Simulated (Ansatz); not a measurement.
Consider the ligand exchange at a Ge–Te bond: `OC[Te][GeH3]` + `NC1=C[SiH2]1` → `[GeH3][NH]C1=C[SiH2]1` + `OC[TeH]`.

Program: Ansatz. Geometries: PBE0-D4/def2-TZVP. ΔE: electronic, gas phase. CBS: MP2 limit from def2 TZ/QZ plus the TZ coupled-cluster correction, frozen cores. DFT in def2-TZVPP. B3LYP here is the variant with VWN-RPA as its local correlation; programs differ in this. Elements past krypton have def2 core potentials. For Ge, Te outer-core shells are correlated without core-valence functions, which leaves a few kJ/mol of doubt a bond. Scalar relativity is left out up to krypton. Each species was taken in one conformer, which may not be the lowest.

| level | ΔE (kJ/mol) | difference from CCSD(T)/CBS |
| --- | --- | --- |
| PBE-D4 | 62.4 | 9.0 |
| r2SCAN-D4 | 59.1 | 5.7 |
| PBE0-D4 | 62.6 | 9.2 |
| B3LYP-D4 | 55.4 | 2.0 |
| ωB97X-V | 52.3 | -1.1 |
| ωB97M-V | 54.9 | 1.5 |
| B2PLYP | 53.1 | -0.3 |
| PBE | 63.2 | 9.8 |
| r2SCAN | 59.5 | 6.1 |
| PBE0 | 63.2 | 9.8 |
| B3LYP | 56.6 | 3.2 |
| HF/def2-TZVPP | 49.6 | -3.8 |
| MP2/def2-TZVPP | 51.0 | -2.4 |
| SCS-MP2/def2-TZVPP | 46.4 | -7.0 |
| CCSD/def2-TZVPP | 46.0 | -7.4 |
| CCSD(T)/def2-TZVPP | 46.2 | -7.2 |
| HF/def2-QZVPP | 49.1 | -4.3 |
| MP2/def2-QZVPP | 55.0 | 1.6 |
| SCS-MP2/def2-QZVPP | 49.9 | -3.5 |
| HF/CBS(def2) | 49.0 | -4.4 |
| MP2/CBS(def2) | 58.2 | 4.8 |
| CCSD/CBS(def2) | 53.2 | -0.2 |
| CCSD(T)/CBS | 53.4 | 0 |

Largest T1 diagnostic among the species: 0.013.
